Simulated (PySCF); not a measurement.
I₂, SMILES II.

Coordinates come from a B3LYP-D3(BJ)/def2-TZVP optimisation. The def2 effective core potentials stand for the cores of I; spin–orbit coupling is left out.

Level of theory: PySCF with TDDFT-LC-ωPBE/def2-TZVPD.

Vertical excitations; the highest root listed may be one member of a degenerate set. Isolated molecule, no solvent.

| state | energy (eV) | λ (nm) | f | main pairs |
|---|---|---|---|---|
| S1 | 2.39 | 518 | 0.001 | HOMO→LUMO (degenerate set) |
| S2 | 2.39 | 518 | 0.001 | HOMO−1→LUMO (degenerate set) |
| S3 | 4.26 | 291 | 0.000 | HOMO−3→LUMO (degenerate set) |
| S4 | 4.26 | 291 | 0.000 | HOMO−2→LUMO (degenerate set) |
| S5 | 6.76 | 183 | 0.627 | HOMO−4→LUMO 84 % |
| S6 | 7.27 | 171 | 0.000 | HOMO→LUMO+7 (degenerate set) |
| S7 | 7.27 | 171 | 0.000 | HOMO−1→LUMO+7 (degenerate set) |
| S8 | 7.86 | 158 | 0.138 | HOMO→LUMO+1 (degenerate set) |
| S9 | 7.86 | 158 | 0.138 | HOMO−1→LUMO+1 (degenerate set) |
| S10 | 8.04 | 154 | 0.000 | HOMO→LUMO+3 46 %, HOMO−1→LUMO+2 46 % |
| T1 | 1.80 | 690 | 0 | HOMO→LUMO (degenerate set) |
| T2 | 1.80 | 690 | 0 | HOMO−1→LUMO (degenerate set) |
| T3 | 3.60 | 345 | 0 | HOMO−3→LUMO (degenerate set) |
| T4 | 3.60 | 345 | 0 | HOMO−2→LUMO (degenerate set) |
Triplets are in the Tamm–Dancoff approximation, which puts them higher than full response would, so one can lie above its singlet here.
